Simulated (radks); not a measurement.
The numbers below are computed, except where a source is named.
Species: Bi LXX. Configuration: [Ne] 3s2 3p2.

Level of theory: scalar-relativistic Kohn-Sham, BLYP, spin-polarised, spherical densities, finite nucleus; open shells are filled with parallel spins first (spin-orbit coupling, left out, can overturn this in heavy ions); Fermi nuclear charge, rms radius 5.5211 fm (a radial shooting solver on a logarithmic mesh with Libxc functionals).

Energy parts (hartree):
total: -15601.7114
kinetic: 18330.4809
electron-nucleus: -35027.4985
Hartree: 1276.5538
exchange-correlation: -181.2476

Orbitals (lengths in bohr, moments of r in powers of bohr; <r^-3> diverges for s and p1/2):
1s up: occ. 1; eigenvalue (hartree) -3555.601; <r> 0.01579; <1/r> 103.2
1s down: occ. 1; eigenvalue (hartree) -3555.265; <r> 0.01579; <1/r> 103.3
2s up: occ. 1; eigenvalue (hartree) -813.7887; <r> 0.06576; <1/r> 24.54
2s down: occ. 1; eigenvalue (hartree) -813.5342; <r> 0.06574; <1/r> 24.55
2p up: occ. 3; eigenvalue (hartree) -728.9019; <r^-3> 31850; <r> 0.05968; <1/r> 21.47
2p down: occ. 3; eigenvalue (hartree) -728.5534; <r^-3> 31840; <r> 0.05967; <1/r> 21.47
3s up: occ. 1; eigenvalue (hartree) -329.4998; <r> 0.1590; <1/r> 9.873
3s down: occ. 1; eigenvalue (hartree) -328.3388; <r> 0.1591; <1/r> 9.868
3p up: occ. 2; eigenvalue (hartree) -304.7291; <r^-3> 9008; <r> 0.1578; <1/r> 8.986
3p down: occ. 0; eigenvalue (hartree) -303.5788; <r^-3> 9007; <r> 0.1579; <1/r> 8.983

The highest occupied level is 3p up at -8292.1 eV. Spin moment in Bohr magnetons: 2.
